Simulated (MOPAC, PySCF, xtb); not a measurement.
Bond stretch in ZnH, doublet.

- GFN1-xTB (xtb)
- AM1, unrestricted, heats of formation (MOPAC)
- UCCSD(T) = CCSD(T) on UHF/def2-SVP, 5 core orbitals frozen (PySCF)
- UHF/def2-SVP (PySCF)
- PM3, unrestricted, heats of formation (MOPAC)

Energies are in kJ/mol, each relative to the lowest point of its own curve near equilibrium.

```tsv
R / Å	GFN1-xTB	AM1	UCCSD(T)	UHF	PM3
1.22	174.0	53.1	130.0	157.8	77.7
1.30	96.1	26.0	73.1	91.0	44.7
1.39	47.1	7.6	33.2	43.2	18.5
1.44	30.5	2.3	19.2	26.0	8.9
1.51	15.2	0.0	6.8	10.2	1.3
1.56	8.3	1.7	2.1	3.7	0.0
1.62	3.1	7.0	0.0	0.1	2.5
1.68	0.4	15.3	1.0	0.0	9.0
1.70	0.0	18.7	1.8	0.6	11.9
1.77	0.1	32.3	6.5	4.6	24.1
1.85	2.6	50.4	14.1	11.8	40.2
1.99	10.7	82.1	30.0	27.5	65.5
2.20	27.7	115.5	52.7	48.8	86.6
2.42	49.3	—	68.7	62.1	96.7
2.64	72.3	—	76.4	67.4	103.7
2.91	99.0	—	79.3	68.6	110.6
3.20	122.4	—	79.7	67.8	115.6
3.60	144.1	—	79.4	66.5	118.3
3.94	154.5	—	79.1	65.9	118.3
4.41	161.4	—	79.0	65.4	117.6
4.85	163.9	—	79.0	65.3	117.0
5.67	165.3	—	79.0	65.2	116.5
6.45	165.5	—	79.1	65.2	116.4
```

At the longest distance, 6.45 Å, GFN1-xTB lies highest above its minimum (165.5 kJ/mol) and UHF lowest (65.2 kJ/mol).

Dashes: no converged value, or the column stops at the first point that the program doubted or that broke a chosen test of continuity, which isn't proof of a fault.
